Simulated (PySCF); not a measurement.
**`CCC(=O)C(C)(C)C`, C7H14O**

Geometry:
| atom | x (Å) | y (Å) | z (Å) |
| --- | --- | --- | --- |
| C1 | 2.663 | -0.007 | -0.481 |
| C2 | 1.253 | 0.337 | -0.044 |
| C3 | 0.232 | -0.710 | -0.444 |
| O4 | 0.585 | -1.781 | -0.878 |
| C5 | -1.259 | -0.358 | -0.322 |
| C6 | -1.548 | 0.488 | 0.921 |
| C7 | -1.622 | 0.437 | -1.587 |
| C8 | -2.072 | -1.650 | -0.279 |
| H9 | 2.737 | -0.049 | -1.578 |
| H10 | 2.956 | -0.996 | -0.103 |
| H11 | 3.384 | 0.738 | -0.115 |
| H12 | 1.196 | 0.438 | 1.055 |
| H13 | 0.933 | 1.319 | -0.432 |
| H14 | -1.044 | 1.465 | 0.891 |
| H15 | -1.240 | -0.030 | 1.843 |
| H16 | -2.630 | 0.680 | 0.995 |
| H17 | -1.047 | 1.373 | -1.665 |
| H18 | -1.434 | -0.159 | -2.493 |
| H19 | -2.691 | 0.703 | -1.569 |
| H20 | -3.150 | -1.423 | -0.289 |
| H21 | -1.850 | -2.226 | 0.632 |
| H22 | -1.833 | -2.289 | -1.139 |

The calculation used quadratic response CAM-B3LYP/aug-cc-pVDZ first hyperpolarisability, Taylor convention, gas phase (PySCF). Geometry: PBE0-D3(BJ)/def2-SVP.

(1) Give the tensor of the static β(0;0,0) in the axes of these coordinates.

## Answers

(1) In au, Taylor convention; rows are the first index (the induced dipole):
```csv
,xx,yy,zz,xy,xz,yz
x,+54.5,+7.9,+12.5,-20.9,-6.9,+3.4
y,-20.9,-48.2,-2.8,+7.9,+3.4,-10.7
z,-6.9,-10.7,-9.4,+3.4,+12.5,-2.8
```
Norm of βᵢ = ⅓ Σⱼ (βᵢⱼⱼ + βⱼᵢⱼ + βⱼⱼᵢ): 107.2 au, hyper-Rayleigh value 40.4 au.
